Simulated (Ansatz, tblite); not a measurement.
Isomers of Rb3Cl3⁻ (doublet), found by a short tight-binding search and relaxed with PBE0-D4/def2-SVPD in Ansatz.

In the def2 sets Rb takes a core potential, while STO-3G treats all electrons; there is no spin–orbit coupling. The xTB rows come from tblite. LC-ωPBE has ω = 0.4 bohr⁻¹. Correlated methods freeze 15 core orbitals; core or outer-core shells of Rb are correlated, in sets that lack core-valence functions.

A: At HF/STO-3G, PBE-D4/def2-TZVPD, r2SCAN-D4/def2-TZVPD, PBE0-D4/def2-TZVPD and others the highest occupied level of the charge -1 doublet lies above zero (up to 6.94 eV). In Hartree–Fock with STO-3G the lack of diffuse functions raises the level. It is a level of α spin, whose loss leaves a singlet; that state wasn't run at this geometry and level. The electron is either unbound and held by the finite basis, or the level is raised by self-interaction error. B: At HF/STO-3G, PBE-D4/def2-TZVPD, r2SCAN-D4/def2-TZVPD, PBE0-D4/def2-TZVPD and others the highest occupied level of the charge -1 doublet lies above zero (up to 6.81 eV). In Hartree–Fock with STO-3G the lack of diffuse functions raises the level. It is a level of α spin, whose loss leaves a singlet; that state wasn't run at this geometry and level. The electron is either unbound and held by the finite basis, or the level is raised by self-interaction error.

Other spin states weren't relaxed.

A:

```xyz
6

Rb   -2.081   -1.606    0.524
Rb    1.794    0.356    1.958
Rb    0.913    0.037   -2.515
Cl   -1.069   -0.126    3.061
Cl   -2.139   -0.525   -2.387
Cl    2.583    1.864   -0.640
```

B:

| atom | x (Å) | y (Å) | z (Å) |
| --- | --- | --- | --- |
| Rb1 | -0.1957 | -2.9402 | -0.0112 |
| Rb2 | -1.1378 | 1.1713 | -0.9080 |
| Rb3 | 2.3537 | 0.7753 | 1.5929 |
| Cl4 | 0.2593 | 3.0279 | 1.1924 |
| Cl5 | -2.8245 | -1.4617 | -0.7350 |
| Cl6 | 1.5450 | -0.5726 | -1.1312 |

Q: Estimate their order by electronic energy at RPA@PBE/def2-TZVPD, counted from the lowest.

A: B (0.0) < A (34.9), in kJ/mol.

Q: Do the other levels pick the same lowest one?

A: Not GFN1-xTB. Energies above each level's lowest (kJ/mol):

```tsv
level	A	B
GFN1-xTB	0.0	8.7
GFN2-xTB	18.1	0.0
HF/STO-3G	47.7	0.0
HF/def2-TZVPD	27.4	0.0
PBE-D4/def2-TZVPD	25.1	0.0
r2SCAN-D4/def2-TZVPD	29.3	0.0
PBE0-D4/def2-TZVPD	27.5	0.0
r2SCAN0-D4/def2-TZVPD	29.2	0.0
CAM-B3LYP-D4/def2-TZVPD	28.9	0.0
LC-ωPBE/def2-TZVPD	27.2	0.0
RPA@PBE/def2-TZVPD	34.9	0.0
MP2/def2-TZVPD	31.9	0.0
```
Point groups (tolerance 0.1 Å): A C3v, B Cs. Lower isomers may exist.
